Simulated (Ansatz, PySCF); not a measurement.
Bond stretch in H2 (cation, charge +1), doublet.

Levels of theory: UKS-PBE = Ansatz (a first-principles code) with unrestricted PBE/aug-cc-pVTZ; UKS-TPSSh = unrestricted TPSSh/aug-cc-pVTZ (PySCF); UCCSD(T) = PySCF 2.14.0 with CCSD(T) on UHF/aug-cc-pVTZ.

Energies relative to the lowest point of each curve near equilibrium, in kJ/mol; the last columns give the difference from UCCSD(T):

```
R / Å  UKS-PBE  UKS-TPSSh  UCCSD(T)  UKS-PBE − UCCSD(T)  UKS-TPSSh − UCCSD(T)
-----  -------  ---------  --------  ------------------  --------------------
0.82      56.6       50.7      41.4                15.2                   9.3
0.89      29.5       25.1      18.1                11.4                   7.0
0.94      16.9       13.4       8.2                 8.7                   5.3
0.98       9.8        7.2       3.3                 6.5                   3.8
1.02       5.0        3.1       0.7                 4.2                   2.3
1.06       1.9        0.8       0.0                 1.9                   0.8
1.10       0.3        0.0       0.8                -0.4                  -0.8
1.13       0.0        0.2       2.2                -2.2                  -2.0
1.17       0.4        1.4       5.1                -4.6                  -3.7
1.22       2.2        4.1       9.9                -7.7                  -5.8
1.26       4.4        7.0      14.6               -10.2                  -7.6
1.36      11.8       16.3      28.4               -16.6                 -12.1
1.47      22.0       28.5      45.9               -23.9                 -17.4
1.65      40.0       49.8      76.4               -36.3                 -26.5
1.82      56.1       68.9     104.6               -48.5                 -35.7
1.97      68.5       83.8     127.8               -59.4                 -44.1
2.19      82.7      101.4     158.1               -75.4                 -56.7
2.40      92.1      113.5     182.4               -90.3                 -68.9
2.72      99.7      124.3     211.2              -111.5                 -86.9
2.99     101.4      127.9     228.7              -127.3                -100.8
3.29     100.3      128.2     242.5              -142.2                -114.3
3.80      94.5      124.0     256.4              -161.8                -132.4
4.37         —      117.2     263.6                   —                -146.4
```

UKS-PBE is furthest from UCCSD(T) at 3.80 (-161.8 kJ/mol, below); its mean absolute difference over the points is 43.9 kJ/mol.

UKS-TPSSh is furthest from UCCSD(T) at 4.37 (-146.4 kJ/mol, below); its mean absolute difference over the points is 38.7 kJ/mol.

A dash means that the run gave no value there, or that the column was ended at a point which the program doubted or which failed a test of continuity chosen for this set; such a test can also cut sound points.

At the longest distance UKS-TPSSh leaves fractional charges on the fragments, a sign of delocalisation error or of the restricted form.
